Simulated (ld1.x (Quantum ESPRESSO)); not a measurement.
**What one change does to a pseudopotential (In (Z = 49), PAW)**

ld1.x (Quantum ESPRESSO) 7.5 input, shortened:

```
&input
   title='In', zed=49., rel=1, dft='PBESOL', iswitch=3,
   config='[Kr] 4d10 5s1.75 5p1.25'
 /
 &inputp
   pseudotype=3, lpaw=.true., tm=.true., lloc=-1, rcloc=2.30,
   nlcc=.false.,
   which_augfun='PSQ', rmatch_augfun_nc=.true.
 /
4
5S  1  0   1.75   0.00  1.90  2.35  0.0
5S  1  0   0.00   0.05  1.90  2.35  0.0
5P  2  1   1.25   0.00  2.75  2.95  0.0
5P  2  1   0.00   1.10  2.75  2.95  0.0
 &test
   configts(1)='5s1.75 5p1.25'
 /
```

All-electron outer shells of the reference configuration (PBEsol, scalar-relativistic, ld1.x):

```csv
shell,level (eV),outermost node (bohr),outermost maximum (bohr)
4p,-78.46,0.42,0.82
4d,-19.01,0.40,0.94
5s,-8.52,1.02,2.13
5p,-2.71,1.14,2.85
```

Change: core correction a·sin(br)/r model core inside 2.48 bohr.

Cutoffs: the cutoffs (Ry, on a coarse ladder) from which the occupation-weighted sum of valence levels, in a spherical-Bessel basis at the reference potential, stays within 10 and 1 mRy of its value at 400 Ry; they do not see the model core or the augmentation charge, which bear on the density cutoff. Errors are all-electron minus pseudo energies relative to the spin-unpolarised reference configuration.

How do hardness, ghosts and transferability respond?

Both files are so soft that the ladder of cutoffs tells neither apart; the number of tests that count goes from 6 to 7; of the 6 tests that both files solve, the error grows in 2 and shrinks in 2 by more than 15 % and 0.3 meV (median size 5.1 → 6.2 meV); neither file shows a bound ghost at the reference potential, the only one tested. The default core radius of the base comes out at 1.96 bohr. A wider model core is smoother and lowers the density cutoff, which this test does not measure.

```tsv
quantity	base	changed
cutoff, loose	6 Ry	6 Ry
cutoff, tight	8 Ry	8 Ry
bound ghosts	none	none
tests counted (converged, no solver errors)	6 of 7	7 of 7
error for 5s2 5p1, meV [ΔE -1.44 eV]	-0.9	-1.1
error for 5s2 5p0, meV [ΔE 3.92 eV]	+5.9	-10
error for 5s2 5p1.3, meV [ΔE -1.97 eV]	-3.6	-2.1
error for 5s0 5p3, meV [ΔE 10.57 eV]	-59	-65
error for 5s1 5p1, meV [ΔE 10.57 eV]	-43	-51
error for 5s2 5p0.5, meV [ΔE 0.50 eV]	+4.4	-1.1
s: phases at 3.20 bohr within 0.05 rad from the reference energy up to (Ry; the scan ends near 5)	2.0	2.2
p: phases at 3.20 bohr within 0.05 rad from the reference energy up to (Ry; the scan ends near 5)	2.9	2.8
lowest overlap eigenvalue by channel	s 0.36, p 0.54	s 0.36, p 0.54
```

Base: Tests not counted: 5s1 5p0 (pseudo-atom not self-consistent, printed error +360 meV). ld1.x printed “convergence not achieved” for 4 of the counted tests; their residual had stalled under 1e-8, short of the target of 1e-14. Changed file: ld1.x printed “convergence not achieved” for 3 of the counted tests; their residual had stalled under 1e-8, short of the target of 1e-14.
